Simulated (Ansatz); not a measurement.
Cost and result for the atomization energy of BrH2InO (`[OH][InH][Br]`) (5 atoms, 4 bonds).

Total charge 0; spin multiplicity 1. Correlated methods include outer-core shells of Br, In, which these sets cover unevenly. Scalar relativity is left out up to krypton. In: def2 effective core potential. The geometry is a stationary point of PBE0-D4/def2-TZVP. It is one conformer, not always the lowest. Program: Ansatz. All runs use 2 threads of a server CPU on a shared host. Times are those of one run each, without the atoms' runs, and a repeat can differ threefold. Electronic energies, without spin–orbit coupling; frozen cores. CCSD(T)/CBS adds CCSD(T) − MP2 in def2-TZVPP to the MP2 limit, and its time is that of the two runs behind it. T1 = 0.014. With those shells the extrapolation isn't a true limit. B3LYP takes the VWN-RPA correlation (the form of Gaussian; ORCA's B3LYP/G). HSE06 is the plane-wave form, built on full-range PBE exchange.

CCSD(T)/CBS is a level of theory with its own doubt, some kJ/mol a heavy atom from the limit and from the frozen cores, so smaller differences don't rank the functionals.

```json
{"level": "LDA (SPW92)/def2-TZVPP", "functions": "157", "wall time": "1.1 s"}
{"level": "PBE-D4/def2-TZVPP (with forces)", "functions": "157", "wall time": "2.6 s"}
{"level": "CCSD(T)/def2-SVP", "functions": "82", "wall time": "3.3 s"}
{"level": "HSE06-D4/def2-TZVPP", "functions": "157", "wall time": "3.4 s"}
{"level": "B3LYP-D4/def2-TZVPP (with forces)", "functions": "157", "wall time": "4.1 s"}
{"level": "PBE-QIDH/def2-TZVPP", "functions": "157", "wall time": "4.2 s"}
{"level": "B2PLYP/def2-TZVPP", "functions": "157", "wall time": "4.9 s"}
{"level": "r2SCAN-D4/def2-TZVPP (with forces)", "functions": "157", "wall time": "5.5 s"}
{"level": "r2SCANh-D4/def2-TZVPP", "functions": "157", "wall time": "5.5 s"}
{"level": "ωB97X-V/def2-TZVPP", "functions": "157", "wall time": "9 s"}
{"level": "MP2/def2-QZVPP", "functions": "288", "wall time": "10 s"}
{"level": "CCSD(T)/def2-TZVPP", "functions": "157", "wall time": "51 s"}
{"level": "CCSD(T)/CBS(def2)", "functions": "–", "wall time": "61 s"}
```

**Question.** What atomization energy does each give, and how far from CCSD(T)/CBS? (Best estimate.)

**Answer.** Computed: 
| level | atomization (kcal/mol) | difference from CCSD(T)/CBS | per bond |
| --- | --- | --- | --- |
| LDA (SPW92)/def2-TZVPP | 367.4 | 46.3 | 11.6 |
| PBE-D4/def2-TZVPP (with forces) | 317.2 | -3.9 | -1.0 |
| CCSD(T)/def2-SVP | 287.5 | -33.6 | -8.4 |
| HSE06-D4/def2-TZVPP | 309.2 | -11.9 | -3.0 |
| B3LYP-D4/def2-TZVPP (with forces) | 307.5 | -13.6 | -3.4 |
| PBE-QIDH/def2-TZVPP | 310.0 | -11.1 | -2.8 |
| B2PLYP/def2-TZVPP | 307.4 | -13.7 | -3.4 |
| r2SCAN-D4/def2-TZVPP (with forces) | 316.4 | -4.7 | -1.2 |
| r2SCANh-D4/def2-TZVPP | 312.6 | -8.5 | -2.1 |
| ωB97X-V/def2-TZVPP | 316.7 | -4.4 | -1.1 |
| MP2/def2-QZVPP | 322.6 | 1.5 | 0.4 |
| CCSD(T)/def2-TZVPP | 307.7 | -13.4 | -3.4 |
| CCSD(T)/CBS(def2) | 321.1 | 0.0 | 0.0 |

The D4 term adds +3.4 kcal/mol with B3LYP and +1.8 kcal/mol with PBE0; it sums over pairs of atoms, weighted by their polarisabilities, and B3LYP, whose exchange is more repulsive, gets the larger term. In def2-TZVPP, CCSD(T) changes the Hartree–Fock value by +98.3 kcal/mol (the triples alone add +7.0 kcal/mol) and MP2 by +105.2 kcal/mol; breaking electron pairs costs correlation energy, which Hartree–Fock lacks. From PBE to PBE0 (25 % exact exchange), in def2-TZVPP and without D4, the atomization energy moves by −7.9 kcal/mol: exact exchange takes away binding that semilocal exchange gives to molecules.

Spin–orbit coupling would lower the free In atoms strongly, and the atomization energy with them, by more than many differences here.
